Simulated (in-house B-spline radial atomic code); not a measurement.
Ionisation energies along the 25-electron series, configuration [Ar] 3d7, as differences of self-consistent energies. Dirac energy differences include first-order Breit, QED and recoil terms. NIST's values go from ground level to ground level; the uncertainty of those that are theory runs from under 0.1 % in few-electron ions to several per cent in heavy many-electron ones. Computed with an all-electron radial atomic-structure program (B-spline basis): Dirac-Hartree-Fock, average of the configuration, finite nuclei.

```
  ion  configuration after  ionisation energy (eV)  IE/(q+1)² (eV)  Breit and QED recoil part (eV)  tabulated value (eV)    tabulated kind  computed minus tabulated (eV)
Tm44+             [Ar] 3d6                  3673.1          1.8139                         -2.4545                  3653  tabulated theory                             20
Yb45+             [Ar] 3d6                  3826.2          1.8082                         -2.6141                  3805  tabulated theory                             21
Lu46+             [Ar] 3d6                       ?               ?                               ?                     ?  tabulated theory                              ?
Hf47+             [Ar] 3d6                       ?               ?                               ?                     ?  tabulated theory                              ?
Ta48+             [Ar] 3d6                  4304.2          1.7927                         -3.1334                  4278  tabulated theory                             26
 W49+             [Ar] 3d6                       ?               ?                               ?                     ?    semi-empirical                              ?
Re50+             [Ar] 3d6                  4638.5          1.7833                         -3.5148                  4609  tabulated theory                             29
Os51+             [Ar] 3d6                  4810.3           1.779                         -3.7165                  4779  tabulated theory                             31
Ir52+             [Ar] 3d6                  4985.3          1.7748                         -3.9258                  4952  tabulated theory                             33
Pt53+             [Ar] 3d6                  5163.5          1.7707                         -4.1427                  5128  tabulated theory                             35
Au54+             [Ar] 3d6                  5344.7          1.7669                         -4.3674                  5307  tabulated theory                             38
```

(1) Fill in the row of Lu46+.

(2) Fill in the row of Hf47+.

(3) Fill in the row of W49+.

Where a p, d or f electron is removed, the computed value is a mean over both j, so it misses the tabulated one by a part of the spin-orbit splitting; averaging over terms and missing correlation add to the gap, relatively most at low charge.

Answers

(1) ionisation energy (eV): 3982.4; IE/(q+1)² (eV): 1.8028; Breit and QED recoil part (eV): -2.7804; tabulated value (eV): 3960; computed minus tabulated (eV): 22.

(2) ionisation energy (eV): 4141.7; IE/(q+1)² (eV): 1.7976; Breit and QED recoil part (eV): -2.9534; tabulated value (eV): 4118; computed minus tabulated (eV): 24.

(3) ionisation energy (eV): 4469.8; IE/(q+1)² (eV): 1.7879; Breit and QED recoil part (eV): -3.3205; tabulated value (eV): 4446; computed minus tabulated (eV): 24.
